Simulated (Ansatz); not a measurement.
Ansatz (a first-principles code) input (B3LYP-D3(BJ)/def2-TZVP):

Ansatz 0.2 input:
```yaml
crystal:
  periodic: [false, false, false]
  atoms:
    - {symbol: Si, position_ang: [0.07625259, -0.08197210, -0.27480520]}
    - {symbol: O, position_ang: [-0.43399764, -1.41054136, -1.03875813]}
    - {symbol: O, position_ang: [1.71138022, -0.10803484, -0.27494545]}
    - {symbol: N, position_ang: [-0.65213902, 1.31501538, -0.90326643]}
    - {symbol: N, position_ang: [-0.51974714, -0.34122668, 1.35332488]}
    - {symbol: H, position_ang: [-0.02217533, -1.63078060, -1.86799724]}
    - {symbol: H, position_ang: [2.19972735, 0.48410215, 0.28699250]}
    - {symbol: H, position_ang: [-0.37490853, 2.25041086, -0.65891992]}
    - {symbol: H, position_ang: [-0.61215694, 0.45438748, 1.96293808]}
    - {symbol: H, position_ang: [-1.34960340, -0.90864735, 1.40536266]}
basis:
  gaussian:
    orbitals: def2-TZVP
hamiltonian:
  xc: b3lyp
  dispersion: d3bj
magnetization: {spin_polarized: true, initial_magnetization: 1}
relax: {f_tol: 0.002, max_steps: 150}
```

End of the output:

```
mean field -15039.77305428 eV, -552.7014654205 hartree, gradient 1.7e-5 eV, S^2 0.753584; 0 other end points of the search recorded, 0 dependent functions left out
the calculation of the forces begins
reference -15039.77329874 eV, -552.7014744043 hartree; 25, 24 occupied and 166, 167 virtual orbitals, 1093 factors
relax step  20: F+E_penalty+E_count = -15040.11858627 eV  Δ(F+E_penalty+E_count) = -1.305e-5 eV  max|allowed force component| = 7.048e-3 eV/Å  Δτ_max = 0.0062 Å  (38 SCF iters, accepted)
these checks for a lower state are left out or cut short: starts, cluster_reference, orbital_swaps, neighbouring_geometries, increment
integrals: 0.10 GiB planned
1093 factors; their error is unknown
0.25 GiB of the device are held for the grids
0.97 GiB of device memory are held for the factors and their scratch space
mean field: 0.98 GiB planned
mean field -15039.77305092 eV, -552.7014652970 hartree, gradient 1.7e-5 eV, S^2 0.753581; 0 other end points of the search recorded, 0 dependent functions left out
the calculation of the forces begins
reference -15039.77329538 eV, -552.7014742808 hartree; 25, 24 occupied and 166, 167 virtual orbitals, 1093 factors
relax step  21: F+E_penalty+E_count = -15040.11859041 eV  Δ(F+E_penalty+E_count) = -4.148e-6 eV  max|allowed force component| = 2.141e-3 eV/Å  Δτ_max = 0.0060 Å  (40 SCF iters, accepted)
these checks for a lower state are left out or cut short: starts, cluster_reference, orbital_swaps, neighbouring_geometries, increment
integrals: 0.10 GiB planned
1093 factors; their error is unknown
0.25 GiB of the device are held for the grids
0.97 GiB of device memory are held for the factors and their scratch space
mean field: 0.98 GiB planned
mean field -15039.77304979 eV, -552.7014652554 hartree, gradient 2.4e-5 eV, S^2 0.753580; 0 other end points of the search recorded, 0 dependent functions left out
the calculation of the forces begins
reference -15039.77329425 eV, -552.7014742392 hartree; 25, 24 occupied and 166, 167 virtual orbitals, 1093 factors
relax step  22: F+E_penalty+E_count = -15040.11859109 eV  Δ(F+E_penalty+E_count) = -6.762e-7 eV  max|allowed force component| = 1.018e-3 eV/Å  Δτ_max = 0.0017 Å  (32 SCF iters, accepted)
integrals: 0.10 GiB planned
1093 factors; their error is unknown
0.25 GiB of the device are held for the grids
0.97 GiB of device memory are held for the factors and their scratch space
mean field: 0.98 GiB planned
mean field evaluation 192: about -15022.9818 eV, gradient 7.1e1 eV
mean field -15039.77304979 eV, -552.7014652554 hartree, gradient 2.7e-5 eV, S^2 0.753580; 3 other end points of the search recorded, 0 dependent functions left out
the calculation of the forces begins
reference -15039.77329425 eV, -552.7014742392 hartree; 25, 24 occupied and 166, 167 virtual orbitals, 1093 factors
Total energy: -15040.11883555 eV, -552.7141726479 hartree
Atom 0 at     0.030024    -0.086162    -0.263106 Å, force    -0.000375    -0.000302    -0.000967 eV/Å
Atom 1 at    -0.507408    -1.378746    -1.106187 Å, force     0.001018    -0.000140     0.000108 eV/Å
Atom 2 at     1.674515    -0.178658    -0.367463 Å, force    -0.000850    -0.000032     0.000407 eV/Å
Atom 3 at    -0.448819     1.423590    -0.990024 Å, force     0.000110     0.000252     0.000049 eV/Å
Atom 4 at    -0.635464    -0.211932     1.298600 Å, force     0.000084     0.000658     0.000035 eV/Å
Atom 5 at     0.037897    -1.678522    -1.837830 Å, force    -0.000562    -0.000084     0.000291 eV/Å
Atom 6 at     2.201888     0.404984     0.182389 Å, force     0.000362     0.000018     0.000086 eV/Å
Atom 7 at    -0.366629     2.250547    -0.395645 Å, force    -0.000024     0.000469     0.000071 eV/Å
Atom 8 at    -1.019076     0.572217     1.796703 Å, force     0.000287    -0.000518    -0.000218 eV/Å
Atom 9 at    -0.944296    -1.094605     1.672487 Å, force    -0.000051    -0.000322     0.000139 eV/Å
Dipole moment:     0.165033     0.208414     0.517030 e Å
```

It need not be the lowest isomer of its formula.
